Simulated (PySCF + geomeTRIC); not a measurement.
Level of theory: M06-2X/def2-TZVP (PySCF + geomeTRIC). fastk is a local helper that only speeds up exchange builds. No frequencies were computed at this level.

```python
import json, numpy as np
from pyscf import gto, dft
from fastk import lowrank_exchange
atoms = """
O     -0.950199     0.194780     1.241806
Si    -0.025191     0.099527    -0.078321
O      1.528538     0.128615     0.360457
O     -0.333878    -1.289216    -0.842227
Cl    -0.420629     1.661843    -1.307758
H     -0.781575     0.856338     1.906829
H      2.214069    -0.093251    -0.263378
H     -1.231136    -1.558637    -1.017407
"""
def scf(charge, spin, dm0=None):
    mol = gto.M(atom=atoms, basis='def2-tzvp', ecp={}, charge=charge, spin=spin, verbose=3, max_memory=5040)
    mf = dft.KS(mol, xc='m062x').density_fit(auxbasis="def2-universal-jkfit")
    mf.grids.level = 4
    mf.conv_tol = 1e-8
    mf.max_cycle = 60
    mf.kernel(dm0)
    if not mf.converged:
        mf = mf.newton().run(mf.mo_coeff, mf.mo_occ).undo_soscf()
    return mf
mf = scf(0, 0)
from pyscf.geomopt.geometric_solver import kernel as optimize
path = []
done, mol = optimize(mf, maxsteps=80, assert_convergence=False, callback=lambda env: path.append((env["energy"], bool(env["g_scanner"].converged))))
res = dict(converged=bool(done and path[-1][1]), energy=path[-1][0], path=[e for e, c in path], xyz=mol.atom_coords(unit="Angstrom").tolist(), nao=mol.nao)
json.dump(res, open("result.json", "w"))
```

Output:

```
converged SCF energy = -977.408232427344
Geometry optimization cycle 1
converged SCF energy = -977.408232427347
cycle 1: E = -977.408232427  dE = -977.408  norm(grad) = 0.0189398
Geometry optimization cycle 2
converged SCF energy = -977.408644648109
cycle 2: E = -977.408644648  dE = -0.000412221  norm(grad) = 0.00635902
Geometry optimization cycle 3
converged SCF energy = -977.408805532945
cycle 3: E = -977.408805533  dE = -0.000160885  norm(grad) = 0.00314435
Geometry optimization cycle 4
converged SCF energy = -977.40891172718
cycle 4: E = -977.408911727  dE = -0.000106194  norm(grad) = 0.00534402
Geometry optimization cycle 5
converged SCF energy = -977.409065265668
cycle 5: E = -977.409065266  dE = -0.000153538  norm(grad) = 0.00761309
Geometry optimization cycle 6
converged SCF energy = -977.409178573167
cycle 6: E = -977.409178573  dE = -0.000113307  norm(grad) = 0.00628292
Geometry optimization cycle 7
converged SCF energy = -977.40924533211
cycle 7: E = -977.409245332  dE = -6.67589e-05  norm(grad) = 0.00230796
Geometry optimization cycle 8
converged SCF energy = -977.40925922223
cycle 8: E = -977.409259222  dE = -1.38901e-05  norm(grad) = 0.00031119
Geometry optimization cycle 9
converged SCF energy = -977.409259520849
cycle 9: E = -977.409259521  dE = -2.98619e-07  norm(grad) = 0.000206712
<class 'geometric.internal.Distance'> : 7
<class 'geometric.internal.Angle'> : 9
<class 'geometric.internal.Dihedral'> : 9
<class 'geometric.internal.TranslationX'> : 1
<class 'geometric.internal.TranslationY'> : 1
<class 'geometric.internal.TranslationZ'> : 1
<class 'geometric.internal.RotationA'> : 1
<class 'geometric.internal.RotationB'> : 1
<class 'geometric.internal.RotationC'> : 1
Step    0 : Gradient = 6.696e-03/1.001e-02 (rms/max) Energy = -977.4082324273
Step    1 : Displace = 1.266e-02/1.665e-02 (rms/max) Trust = 1.000e-01 (=) Grad = 2.248e-03/4.639e-03 (rms/max) E (change) = -977.4086446481 (-4.122e-04) Quality = 1.320
Step    2 : Displace = 1.433e-02/1.802e-02 (rms/max) Trust = 1.414e-01 (+) Grad = 1.112e-03/1.287e-03 (rms/max) E (change) = -977.4088055329 (-1.609e-04) Quality = 1.340
Step    3 : Displace = 1.743e-02/2.226e-02 (rms/max) Trust = 2.000e-01 (+) Grad = 1.889e-03/3.483e-03 (rms/max) E (change) = -977.4089117272 (-1.062e-04) Quality = 1.499
Step    4 : Displace = 3.480e-02/4.433e-02 (rms/max) Trust = 2.828e-01 (+) Grad = 2.692e-03/5.789e-03 (rms/max) E (change) = -977.4090652657 (-1.535e-04) Quality = 1.358
Step    5 : Displace = 3.096e-02/3.871e-02 (rms/max) Trust = 3.000e-01 (+) Grad = 2.221e-03/4.893e-03 (rms/max) E (change) = -977.4091785732 (-1.133e-04) Quality = 1.283
Step    6 : Displace = 1.137e-02/1.343e-02 (rms/max) Trust = 3.000e-01 (=) Grad = 8.160e-04/1.772e-03 (rms/max) E (change) = -977.4092453321 (-6.676e-05) Quality = 1.281
Step    7 : Displace = 4.166e-03/5.776e-03 (rms/max) Trust = 3.000e-01 (=) Grad = 1.100e-04/1.752e-04 (rms/max) E (change) = -977.4092592222 (-1.389e-05) Quality = 1.095
Step    8 : Displace = 5.514e-04/7.710e-04 (rms/max) Trust = 3.000e-01 (=) Grad = 7.308e-05/1.677e-04 (rms/max) E (change) = -977.4092595208 (-2.986e-07) Quality = 1.213
Converged! =D
```

Cost: very roughly 5 core-minutes.
